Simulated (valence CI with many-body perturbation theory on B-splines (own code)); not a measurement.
## Lu64+: what the settings do

Computed by configuration interaction combined with many-body perturbation theory (CI+MBPT): five valence electrons over a frozen Dirac-Fock core [He], a basis of 6 s, 6 p, 5 d, 3 f, 1 g functions for each j, with the one-electron correlation potential Σ1 (screened to all orders), the two-electron term Σ2, the three-electron term Σ3, Breit, model QED; selected single and double excitations, second order for the rest, scaled by the run's own slope (own B-spline code, finite nucleus).

No measured spectrum was set against this ion. As an estimate, large intervals hold to a few tenths of a per cent, small ones and those within an open d or f shell to about a per cent. Among the levels kept, up to 1800 cm⁻¹ of a level comes from second order outside the variational space, and about a tenth of that is noise between levels of different J, which matters for small intervals.

The reference run has the lowest level (2s^2 2p1/2^2 2p3/2) J=3/2 and an ionisation energy of 15212.4 eV. Its largest variational space holds 10000 state functions.

Levels are named by their leading jj configuration (3d3/2^4 stands for four electrons in 3d with j = 3/2), which in mixed levels can hold well under half, so a name can repeat and another be missing. Letters in brackets count levels of one name in rising energy.

Changed runs:
A. selection threshold (hartree) 2e-08 → 1e-06
B. scale of Σ1 1 → 0; scale of Σ2 1 → 0; three-electron term on → off
C. Breit term on → off; QED terms on → off
D. logarithmic knot step 0.27 → 0.8 (bad on purpose)

Excitation energies of the reference run in Ry, and shifts in cm⁻¹:

| Level | Reference | A | B | C | D |
| --- | --- | --- | --- | --- | --- |
| (2s^2 2p1/2 2p3/2^2) J=3/2 | 84.08 | 0 | -1273 | +111894 | -11 |
| (2s^2 2p1/2 2p3/2^2) J=5/2 | 85.77 | 0 | -1311 | +183287 | -7.1 |
| (2s^2 2p1/2 2p3/2^2) J=1/2 | 89.38 | 0 | -1456 | +93135 | -2.9 |
| (2s 2p1/2^2 2p3/2^2) J=5/2 | 107.94 | 0 | +4281 | +163678 | -103 |
| (2s 2p1/2^2 2p3/2^2) J=1/2 | 115.31 | -0.3 | +5091 | +91208 | -96 |
| (2s 2p1/2^2 2p3/2^2) J=3/2 | 115.40 | 0 | +7003 | +138649 | -99 |
| (2s^2 2p3/2^3) J=3/2 | 173.64 | 0 | -2864 | +229215 | -15 |
| (2s 2p1/2 2p3/2^3) J=3/2 [a] | 193.95 | 0 | +2338 | +235886 | -108 |
| (2s 2p1/2 2p3/2^3) J=5/2 | 196.91 | 0 | +3049 | +308588 | -104 |
| (2s 2p1/2 2p3/2^3) J=1/2 | 201.35 | -0.6 | +5263 | +233385 | -104 |
| (2s 2p1/2 2p3/2^3) J=3/2 [b] | 202.00 | 0 | +5019 | +274493 | -101 |
| (2p1/2^2 2p3/2^3) J=3/2 | 228.32 | 0 | +11685 | +256762 | -211 |
| Ionisation energy (eV) | 15212.4 | 0 | -0.2 | +14.2 | -0.0057 |
